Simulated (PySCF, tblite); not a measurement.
Isomers of C5H9ClSi, one GFN2-xTB conformer each. Single-point energies are computed at PBE0/pcSseg-1 (PySCF, gas phase, no added dispersion term), electronic only.

```
               SMILES  GFN2-xTB relative energy (kJ/mol)
CCC1=C[SiH2][C@@H]1Cl                               97.1
     ClC1=C[SiH2]CCC1                                0.0
 C/C(CCl)=C1\C[SiH2]1                              169.2
 C[C@H]1C=C1[SiH2]CCl                              225.4
```

Conformers: `[CH3:1][CH2:2][C:3]1=[CH:4][SiH2:5][C@@H:6]1[Cl:7]` with C1–C2–C3–C4 -111°; `[Cl:1][C:2]1=[CH:3][SiH2:4][CH2:5][CH2:6][CH2:7]1` with C2–C3–Si4–C5 -1°, C3–Si4–C5–C6 31°, Si4–C5–C6–C7 -62°, C5–C6–C7–C2 63°; `[CH3:1]/[C:2]([CH2:3][Cl:4])=[C:5]1\[CH2:6][SiH2:7]1` with C1–C2–C3–Cl4 -75°; `[CH3:1][C@H:2]1[CH:3]=[C:4]1[SiH2:5][CH2:6][Cl:7]` with C3–C4–Si5–C6 -27°, C4–Si5–C6–Cl7 60°.

Task: What does PBE0/pcSseg-1 give for the same structures?

Result: 
```json
{"SMILES": "ClC1=C[SiH2]CCC1", "PBE0/pcSseg-1 E (Eh)": "-945.06960", "PBE0/pcSseg-1 (kJ/mol)": "0.0", "GFN2-xTB (kJ/mol)": "0.0", "point group": "C1"}
{"SMILES": "CCC1=C[SiH2][C@@H]1Cl", "PBE0/pcSseg-1 E (Eh)": "-945.03501", "PBE0/pcSseg-1 (kJ/mol)": "90.8", "GFN2-xTB (kJ/mol)": "97.1", "point group": "C1"}
{"SMILES": "C/C(CCl)=C1\\C[SiH2]1", "PBE0/pcSseg-1 E (Eh)": "-945.00543", "PBE0/pcSseg-1 (kJ/mol)": "168.5", "GFN2-xTB (kJ/mol)": "169.2", "point group": "C1"}
{"SMILES": "C[C@H]1C=C1[SiH2]CCl", "PBE0/pcSseg-1 E (Eh)": "-944.98972", "PBE0/pcSseg-1 (kJ/mol)": "209.7", "GFN2-xTB (kJ/mol)": "225.4", "point group": "C1"}
```

Both levels put the same isomer lowest; measured from each level's own lowest isomer, the values differ by up to 15.7 kJ/mol (C[C@H]1C=C1[SiH2]CCl: 225.4 against 209.7). As drawn, the highest has a three-membered ring, which the lowest lacks.

Task: Which frontier levels, dipoles and rotational constants go with these structures?

Result: 
| SMILES | HOMO (eV, PBE0/pcSseg-1) | LUMO (eV) | dipole (D) | A, B, C (MHz) |
| --- | --- | --- | --- | --- |
| ClC1=C[SiH2]CCC1 | -7.33 | -0.39 | 1.90 | 3379, 1150, 894.8 |
| CCC1=C[SiH2][C@@H]1Cl | -7.54 | -0.41 | 2.16 | 2090, 1504, 988.0 |
| C/C(CCl)=C1\C[SiH2]1 | -7.30 | -0.70 | 2.12 | 2882, 973.7, 796.8 |
| C[C@H]1C=C1[SiH2]CCl | -7.27 | -0.65 | 1.48 | 3479, 854.1, 746.1 |

Task: What happens when harmonic zero-point energies from GFN2-xTB frequencies are added?

Result: 
```tsv
SMILES	ZPE (kJ/mol)	electronic (kJ/mol)	with ZPE (kJ/mol)
ClC1=C[SiH2]CCC1	321.3	0.0	0.0
CCC1=C[SiH2][C@@H]1Cl	316.3	90.8	85.8
C/C(CCl)=C1\C[SiH2]1	312.3	168.5	159.5
C[C@H]1C=C1[SiH2]CCl	309.5	209.7	197.9
```

The zero-point energies span 11.8 kJ/mol. The order is unchanged.
